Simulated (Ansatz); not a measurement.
Consider the ligand exchange at a Ge–O bond: `[F][GeH2][O][GeH3]` + NH₃ → `[NH2][GeH2][F]` + `[OH][GeH3]`.

Isolated molecules relaxed with PBE0-D4/def2-TZVP in Ansatz; ΔE leaves out vibrations. CCSD(T)/CBS is the MP2 limit (def2-TZVPP, def2-QZVPP) plus CCSD(T) − MP2 in def2-TZVPP, frozen cores. This one scheme is used for every species. DFT in def2-TZVPP. B3LYP here is the variant with VWN-RPA as its local correlation; programs differ in this. For Ge outer-core shells are correlated without core-valence functions, which leaves a few kJ/mol of doubt a bond. Scalar relativity is left out up to krypton. Each species was taken in one conformer, which may not be the lowest.

(1) Is it downhill or uphill in electronic energy at CCSD(T)/CBS, and by how much? (Estimate.)

(2) What do these levels give: PBE-D4, r2SCAN-D4, B3LYP-D4, ωB97X-V, ωB97M-V, B2PLYP, PBE, SCS-MP2/def2-TZVPP, CCSD/def2-TZVPP, CCSD(T)/def2-TZVPP, MP2/def2-QZVPP, SCS-MP2/def2-QZVPP? (Best estimate.)

Largest T1 diagnostic among the species: 0.012.

Results:

(1) Computed: Uphill: ΔE = +34.2 kJ/mol.

(2) Ansatz gave: PBE-D4 28.3, r2SCAN-D4 33.4, B3LYP-D4 34.3, ωB97X-V 33.0, ωB97M-V 32.1, B2PLYP 33.3, PBE 25.7, SCS-MP2/def2-TZVPP 36.7, CCSD/def2-TZVPP 35.1, CCSD(T)/def2-TZVPP 35.4, MP2/def2-QZVPP 35.0, SCS-MP2/def2-QZVPP 36.2 kJ/mol.

The D4 term adds +4.2 kJ/mol with B3LYP and +2.5 kJ/mol with PBE0; it sums over pairs of atoms, weighted by their polarisabilities, and B3LYP, whose exchange is more repulsive, gets the larger term.
